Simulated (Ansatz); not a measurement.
The cluster B₂N₂⁻. Total charge -1; doublet. Geometry PBE0-D4/def2-TZVPD, basis def2-TZVPD, Ansatz.

```xyz
4

B     0.254    0.569    0.496
B    -0.254   -0.569   -0.496
N    -0.667   -1.489   -1.301
N     0.667    1.490    1.301
```

```
run  HOMO (eV)  LUMO (eV)
  A      -2.43       0.50
  B      -2.27       0.20
  C      -1.33      -0.48
  D      -1.12      -0.85
```

Another isomer (doublet) lies 0.74 eV lower at PBE0-D4/def2-TZVPD; other spin states weren't run for this one.

HOMO and LUMO are taken over both spins.

Question: The runs used PBE, PBE0, r2SCAN, r2SCAN0. Estimate which is which.

Answer: A r2SCAN0 (25 % exact exchange); B PBE0 (25 % exact exchange); C r2SCAN (0 % exact exchange); D PBE (0 % exact exchange). Exact exchange lowers occupied and raises empty levels; among semilocal functionals meta-GGAs tend to open the gap a little, and such runs are hard to tell apart. The gap grows from 0.27 eV (PBE) to 2.94 eV (r2SCAN0). At r2SCAN0-D4/def2-TZVPD, PBE0-D4/def2-TZVPD the charge -1 doublet is spin-contaminated (final ⟨S²⟩ up to 0.88, 0.75 for a pure state).
